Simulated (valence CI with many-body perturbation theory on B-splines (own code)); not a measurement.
E1 line list for Sr7+

Method: valence CI with perturbative core correlation (CI+MBPT): three valence electrons over a frozen Dirac-Fock core [Ar] 3d10, a basis of 11 s, 11 p, 10 d, 8 f, 5 g, 2 h functions for each j, with the one-electron correlation potential Σ1, the two-electron term Σ2, the three-electron term Σ3, Breit, model QED; selected CI, second order for the rest, scaled by the run's own slope (own B-spline code, finite nucleus).

Against 9 measured levels this calculation errs by 132 cm⁻¹ on average and by 214 at most. These come from a selection out of Sansonetti, J. Phys. Chem. Ref. Data 41, 013102 (2012). Levels without a partner in it may be off by more.

Lines 201 to 250 of 563 in falling wavelength, among levels below 773450 cm⁻¹, chosen from the strongest by gf and those to the six lowest levels. Wavelengths and rates use the calculated energies, so an error of 100 cm⁻¹ moves a line at 47.28 nm by 0.047 % and its rate by three times that or more. Electric multipoles are in the length gauge, E1 and E2 with the static RPA response of the core. Weak lines are less certain than strong ones. Lines between different terms over intervals too small for the method are left out, as are lines whose strength nearly cancels. Where a level lies close to another of its J and parity, the split of strength between their lines is uncertain. The highest levels of a list are the least certain.

Names give the largest LS component (configuration and term), which can be under half, so a name can repeat, a term be missing and a line seem to break the LS rules; names also repeat where a configuration has a term twice. Letters in brackets count levels of one name in rising energy.

| λ vac (nm) | λ from measured levels | Upper | Lower | A (s⁻¹) | S (a.u.) with core polarisation | S without |
| --- | --- | --- | --- | --- | --- | --- |
| 49.39 |  | 4p2 4d 4D_5/2 | 4s 4p 4d 4F°_5/2 | 1.95e+09 | 6.97e-01 | 7.93e-01 |
| 49.29 |  | 4s 4p 5p 2P_3/2 [a] | 4s 4p 4d 4P°_5/2 | 3.21e+09 | 7.59e-01 | 7.43e-01 |
| 49.26 |  | 4p2 5s 4P_3/2 | 4s 4p 5s 4P°_1/2 | 6.39e+09 | 1.51e+00 | 1.68e+00 |
| 49.24 |  | 4p3 2D°_5/2 | 4s 4p2 4P_5/2 | 1.59e+08 | 5.61e-02 | 6.31e-02 |
| 49.14 |  | 4s 4p 5p 4D_7/2 | 4s 4p 4d 4D°_7/2 | 1.73e+09 | 8.12e-01 | 8.07e-01 |
| 49.11 |  | 4p3 2P°_3/2 | 4s 4p2 2D_5/2 | 5.27e+09 | 1.23e+00 | 1.38e+00 |
| 48.98 |  | 4s 4p 5p 4P_5/2 | 4s 4p 4d 4D°_5/2 | 3.21e+09 | 1.12e+00 | 1.12e+00 |
| 48.96 |  | 4s 4p 5p 4P_5/2 | 4s 4p 4d 4D°_7/2 | 6.82e+09 | 2.37e+00 | 2.42e+00 |
| 48.90 |  | 4p3 4S°_3/2 [a] | 4s 4p2 4P_3/2 | 2.80e+09 | 6.47e-01 | 7.26e-01 |
| 48.78 |  | 4s 4p 5p 2D_5/2 [b] | 4s2 5p 2P°_3/2 | 8.35e+09 | 2.87e+00 | 3.20e+00 |
| 48.61 |  | 4p3 2P°_3/2 | 4s 4p2 2D_3/2 | 1.01e+09 | 2.28e-01 | 2.57e-01 |
| 48.58 |  | 4p2 4d 4P_5/2 | 4s 4p 4d 4P°_5/2 | 1.96e+09 | 6.66e-01 | 7.36e-01 |
| 48.36 |  | 4s 4p 4f 2F_7/2 [c] | 4s 4p 4d 2D°_5/2 [b] | 1.91e+09 | 8.53e-01 | 8.70e-01 |
| 48.27 |  | 4s 4p 5p 2P_3/2 [b] | 4s2 5p 2P°_3/2 | 1.15e+10 | 2.55e+00 | 2.84e+00 |
| 48.22 |  | 4p2 4d 4P_1/2 | 4s 4p 4d 4D°_1/2 | 5.50e+09 | 6.09e-01 | 6.61e-01 |
| 47.98 |  | 4s 4p 4f 2F_5/2 [b] | 4s 4p 4d 2P°_3/2 [a] | 1.36e+09 | 4.45e-01 | 4.83e-01 |
| 47.89 |  | 4s 4p 5p 4S_3/2 | 4s 4p 4d 4P°_3/2 | 2.09e+09 | 4.53e-01 | 4.45e-01 |
| 47.84 |  | 4p3 4S°_3/2 [b] | 4s 4p2 4P_3/2 | 4.54e+09 | 9.82e-01 | 1.10e+00 |
| 47.83 |  | 4s 4p 4f 2F_5/2 [c] | 4s 4p 4d 2D°_3/2 [b] | 2.92e+09 | 9.45e-01 | 9.66e-01 |
| 47.76 |  | 4p2 4d 4P_3/2 | 4s 4p 4d 4D°_3/2 | 3.66e+09 | 7.86e-01 | 8.38e-01 |
| 47.69 |  | 4s 4p 5p 2D_3/2 [b] | 4s2 5p 2P°_1/2 | 1.35e+10 | 2.88e+00 | 3.20e+00 |
| 47.63 |  | 4s 4p 4f 2G_7/2 [b] | 4s 4p 4d 2D°_5/2 [b] | 2.40e+09 | 1.02e+00 | 1.06e+00 |
| 47.57 |  | 4p3 4S°_3/2 [a] | 4s 4p2 4P_1/2 | 2.00e+09 | 4.25e-01 | 4.76e-01 |
| 47.49 |  | 4s 4p 4f 2G_9/2 [a] | 4s 4p 4d 2F°_7/2 [a] | 3.13e+09 | 1.65e+00 | 1.74e+00 |
| 47.47 |  | 4s 4p 5s 2P°_1/2 [b] | 4s2 5s 2S_1/2 | 1.75e+10 | 1.85e+00 | 2.06e+00 |
| 47.34 |  | 4s 4p 5p 2P_1/2 | 4s2 5p 2P°_1/2 | 1.08e+10 | 1.13e+00 | 1.27e+00 |
| 47.33 |  | 4s 4p 5s 2P°_3/2 [b] | 4s2 5s 2S_1/2 | 1.71e+10 | 3.57e+00 | 3.97e+00 |
| 47.28 | 47.30 | 4s 4p2 2S_1/2 | 4s2 4p 2P°_1/2 | 1.30e+10 | 1.36e+00 | 1.52e+00 |
| 47.26 |  | 4s 4p 4d 2D°_3/2 [b] | 4s2 4d 2D_5/2 | 8.62e+09 | 1.80e+00 | 2.02e+00 |
| 47.11 |  | 4s 4p 4d 2P°_1/2 [b] | 4s2 4d 2D_3/2 | 1.70e+10 | 1.76e+00 | 1.96e+00 |
| 47.07 |  | 4s 4p 4f 2F_5/2 [b] | 4s 4p 4d 2F°_5/2 [b] | 5.37e+09 | 1.66e+00 | 1.83e+00 |
| 47.06 |  | 4s 4p 4f 2D_5/2 [a] | 4s2 5p 2P°_3/2 | 5.11e+09 | 1.58e+00 | 1.70e+00 |
| 46.99 | 47.02 | 4s 4p2 2P_1/2 | 4s2 4p 2P°_3/2 | 1.32e+10 | 1.35e+00 | 1.52e+00 |
| 46.92 |  | 4s 4p 4d 2P°_3/2 [b] | 4s2 4d 2D_5/2 | 6.84e+09 | 1.39e+00 | 1.55e+00 |
| 46.88 |  | 4s 4p 4d 2D°_3/2 [b] | 4s2 4d 2D_3/2 | 3.66e+09 | 7.44e-01 | 8.32e-01 |
| 46.88 |  | 4s 4p 4f 2D_3/2 [a] | 4s 4p 4d 2P°_1/2 [a] | 7.60e+09 | 1.55e+00 | 1.65e+00 |
| 46.80 |  | 4s 4p 5p 2D_5/2 [b] | 4s 4p 4d 2P°_3/2 [a] | 6.35e+09 | 1.93e+00 | 2.12e+00 |
| 46.74 |  | 4s 4p 4d 2D°_5/2 [b] | 4s2 4d 2D_5/2 | 1.10e+10 | 3.32e+00 | 3.72e+00 |
| 46.64 |  | 4s 4p 5p 2D_3/2 [b] | 4s 4p 4d 2F°_5/2 [b] | 2.26e+09 | 4.52e-01 | 4.34e-01 |
| 46.63 |  | 4s 4d2 2D_3/2 | 4s2 4f 2F°_5/2 | 9.71e+09 | 1.94e+00 | 2.18e+00 |
| 46.57 |  | 4p3 4S°_3/2 [b] | 4s 4p2 4P_1/2 | 2.06e+09 | 4.10e-01 | 4.60e-01 |
| 46.54 |  | 4s 4p 4d 2P°_3/2 [b] | 4s2 4d 2D_3/2 | 9.46e+09 | 1.88e+00 | 2.10e+00 |
| 46.42 |  | 4s 4p 4f 2F_7/2 [b] | 4s 4p 4d 2F°_7/2 [b] | 6.94e+09 | 2.74e+00 | 2.99e+00 |
| 46.40 |  | 4s 4p 5p 2S_1/2 [b] | 4s2 5p 2P°_3/2 | 6.86e+09 | 6.76e-01 | 7.76e-01 |
| 46.34 |  | 4s 4d2 2D_5/2 | 4s2 4f 2F°_7/2 | 8.39e+09 | 2.47e+00 | 2.78e+00 |
| 46.33 |  | 4s 4p 5p 2P_3/2 [b] | 4s 4p 4d 2P°_3/2 [a] | 4.20e+09 | 8.24e-01 | 9.20e-01 |
| 45.99 |  | 4s 4p 4f 4G_9/2 | 4s 4p 4d 4D°_7/2 | 3.22e+09 | 1.55e+00 | 1.62e+00 |
| 45.97 | 46.01 | 4s 4p2 2P_3/2 | 4s2 4p 2P°_3/2 | 2.04e+10 | 3.91e+00 | 4.37e+00 |
| 45.94 |  | 4s 4p 4f 2G_7/2 [a] | 4s 4p 4d 2F°_5/2 [a] | 6.04e+09 | 2.31e+00 | 2.44e+00 |
| 45.92 |  | 4s2 5g 2G_7/2 | 4s 4p 4d 2F°_5/2 [b] | 7.73e+09 | 2.96e+00 | 3.04e+00 |
